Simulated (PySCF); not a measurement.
**Radial density of Ga(2+) (gallium, charge +2)**

UHF, [Ar] 3d10 4s1, 2S determinant. All numbers are calculated (PySCF 2.14, the spin-free X2C one-electron Hamiltonian (Gaussian nucleus), in aug-cc-pVQZ-DK (8s7p5d3f2g, 93 functions)).

```csv
r (bohr),4πr²ρ (e/bohr),4πr²(ρα − ρβ)
0.00108,0.4546,0.0002
0.00182,1.117,0.0006
0.00305,2.671,0.0014
0.00514,6.117,0.0032
0.00864,12.97,0.0067
0.0145,24.03,0.0117
0.0245,35.43,0.0145
0.0411,36.89,0.0068
0.0692,30.33,-0.0017
0.116,39.19,0.0260
0.196,39.29,0.0095
0.329,21.00,-0.0162
0.554,26.91,0.0317
0.931,12.89,0.0275
1.57,2.263,0.5564
2.64,0.4115,0.3505
4.43,0.01920,0.0190
7.46,1.762e-05,0.0000
```

Densities and radii are taken from the X2C orbitals without a picture-change correction, which distorts them close to the nucleus.

(1) Where is the radial spin density 4πr²(ρα − ρβ) most negative, and why is it negative at all?

## Answers

(1) Around r = 0.329 bohr, down to -0.0162 e/bohr: exchange with the open shell polarises the paired shells in an unrestricted calculation.
